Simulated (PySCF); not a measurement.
# Highest orbital energy against ionisation energy along the second row

Calculated with PySCF 2.14, no spin-orbit coupling. Each cell gives −ε(HOMO) / ΔSCF in eV; NIST values include spin-orbit coupling, (s) semi-empirical, (t) theoretical.

```tsv
species	UHF	LDA	PBE	PBE0	r2SCAN	NIST (lowest levels)
B²⁺ (x2c-QZVPPall with one added diffuse shell each of s, p, d, f type, spin-free X2C)	37.834 / 37.829	32.368 / 37.909	32.665 / 38.301	34.064 / 38.241	32.918 / 37.873	37.931
C²⁺ (x2c-QZVPPall with one added diffuse shell each of s, p, d, f type, spin-free X2C)	46.117 / 45.797	40.173 / 46.967	40.378 / 47.126	42.055 / 47.061	40.685 / 46.640	47.888
N²⁺ (x2c-QZVPPall with one added diffuse shell each of s, p, d, f type, spin-free X2C)	48.037 / 47.298	38.579 / 47.869	38.831 / 48.024	41.260 / 48.007	39.787 / 48.230	47.445 (s)
O²⁺ (x2c-QZVPPall with one added diffuse shell each of s, p, d, f type, spin-free X2C)	55.794 / 54.609	44.984 / 55.420	45.061 / 55.270	47.897 / 55.305	46.126 / 55.602	54.936 (s)
F²⁺ (x2c-QZVPPall with one added diffuse shell each of s, p, d, f type, spin-free X2C)	63.884 / 62.253	51.603 / 63.180	51.564 / 62.852	54.818 / 62.930	52.803 / 63.162	62.708 (s)
Ne²⁺ (x2c-QZVPPall with one added diffuse shell each of s, p, d, f type, spin-free X2C)	64.135 / 61.832	52.143 / 63.629	52.548 / 63.880	55.752 / 63.732	53.402 / 63.610	63.423
```

Question: How far is −ε(HOMO) from ΔSCF on average for each method, and why?

Answer: UHF 1.03 eV; LDA -9.19 eV; PBE -9.07 eV; PBE0 -6.57 eV; r2SCAN -8.23 eV. Hartree-Fock orbital energies lack relaxation and so exceed the ΔSCF value; semilocal functionals have convex E(N) from self-interaction, so their HOMO lies far too high; exact exchange moves hybrids part of the way back.
